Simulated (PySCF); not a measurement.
Two species compared at the same levels of theory.

First species: C5H6ClNS.
SMILES: `CCc1nc(Cl)cs1`

Second species: C5H7NOSSi.
InChI=1S/C5H7NOSSi/c8-5-1-2-7-3-4(5)6-9/h1-3,6H,9H3

Levels: B3LYP/def2-SVPD for dipole moment, HOMO energy, LUMO energy, HOMO–LUMO gap, static isotropic polarisability and electronic spatial extent ⟨r²⟩ about the centre of nuclear charge; TDDFT B3LYP/def2-SVPD for lowest singlet excitation; TDA B3LYP/def2-SVPD for lowest triplet excitation (Tamm–Dancoff); GFN2-xTB for rotational constant A and rotational constant C. Geometries: GFN2-xTB. Each species is one conformer at its optimised geometry, gas phase, non-relativistic unless stated; the electronic structure was computed with PySCF and density fitting.

The conformers computed, where there is a choice (atom-mapped SMILES and torsion angles):
- `[CH3:1][CH2:2][c:3]1[n:4][c:5]([Cl:6])[cH:7][s:8]1`: C1–C2–C3–N4 94°
- `[SiH3:1][NH:2][c:3]1[cH:4][o:5][cH:6][cH:7][c:8]1=[S:9]`: Si1–N2–C3–C4 0°

(1) Which has the higher S1 energy?

(2) Which of the two has the higher HOMO energy, and by how much?

(3) Which has the higher dipole moment?

(4) Which of the two has the higher rotational constant C, and by how much?

(5) Which has the higher LUMO energy?

(6) Which has the higher rotational constant A?

(7) Which of the two has the higher T1 energy, and by how much?

(8) Which has the higher ⟨r²⟩?

## Answers

(1) The first: 5.05 eV against 2.66 eV, a difference of 2.39 eV.

(2) The second: -6.08 eV against -6.75 eV, a difference of 0.67 eV.

(3) The second: 3.57 D against 2.60 D, a difference of 0.97 D.

(4) The first: 0.724 GHz against 0.605 GHz, a difference of 0.119 GHz.

(5) The first: -1.25 eV against -2.30 eV, a difference of 1.05 eV.

(6) The first: 2.844 GHz against 1.567 GHz, a difference of 1.277 GHz.

(7) The first: 3.55 eV against 2.20 eV, a difference of 1.35 eV.

(8) The second: 1782 bohr² against 1525 bohr², a difference of 257 bohr².

On the first: In wavenumbers S1 is 40800 cm⁻¹ (1 eV = 8065.54 cm⁻¹). The vertical singlet–triplet gap S1 − T1 is 1.50 eV (TDDFT singlet less Tamm–Dancoff triplet; S1: HOMO→LUMO, weight 0.91; T1: HOMO→LUMO, weight 0.94).

On the second: The vertical singlet–triplet gap S1 − T1 is 0.46 eV (TDDFT singlet less Tamm–Dancoff triplet). The principal polarisabilities are 76.9, 145.3 and 158.0 au; their mean is the isotropic value.
